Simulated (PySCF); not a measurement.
# Sb (antimony, neutral): LDA calculation

Configuration: [Kr] 4d10 5s1 5p4, high-spin 4P determinant (an excited configuration). All numbers are calculated (PySCF 2.14, a scalar-relativistic core potential, in aug-cc-pVDZ-PP with ECP28MDF (5s4p3d, 32 functions)).

* Total energy: -239.5283 hartree
* One-electron energy: -418.0615 hartree
* Hartree (Coulomb) energy: 197.4458 hartree
* Exchange-correlation energy: -18.9125 hartree
* ⟨S²⟩: 3.7540
* ⟨L²⟩: 2.008
* Sum of ⟨r⟩: 30.72 bohr
* Sum of ⟨r²⟩: 61.45 bohr²
* Traceless quadrupole moment −½Σ⟨3z² − r²⟩ along its main axis: -4.11 e·bohr²

```json
{"shell": "4s α", "electrons": "1", "mean orbital energy (eV)": "-151.13", "spread (eV)": "0", "rms radius, mean of both spins (bohr)": "0.848"}
{"shell": "4s β", "electrons": "1", "mean orbital energy (eV)": "-150.88", "spread (eV)": "0", "rms radius, mean of both spins (bohr)": "0.848"}
{"shell": "4p α", "electrons": "3", "mean orbital energy (eV)": "-104.06", "spread (eV)": "0.467", "rms radius, mean of both spins (bohr)": "0.918"}
{"shell": "4p β", "electrons": "3", "mean orbital energy (eV)": "-103.79", "spread (eV)": "0.377", "rms radius, mean of both spins (bohr)": "0.918"}
{"shell": "4d α", "electrons": "5", "mean orbital energy (eV)": "-34.670", "spread (eV)": "0.533", "rms radius, mean of both spins (bohr)": "1.12"}
{"shell": "4d β", "electrons": "5", "mean orbital energy (eV)": "-34.190", "spread (eV)": "0.386", "rms radius, mean of both spins (bohr)": "1.12"}
{"shell": "5s α", "electrons": "1", "mean orbital energy (eV)": "-14.701", "spread (eV)": "0", "rms radius, mean of both spins (bohr)": "2.32"}
{"shell": "5p α", "electrons": "3", "mean orbital energy (eV)": "-6.178", "spread (eV)": "0.858", "rms radius, mean of both spins (bohr)": "3.04"}
{"shell": "5p β", "electrons": "1", "mean orbital energy (eV)": "-4.467", "spread (eV)": "0", "rms radius, mean of both spins (bohr)": "3.04"}
```

Energies and moments cover only the electrons outside the core potential.
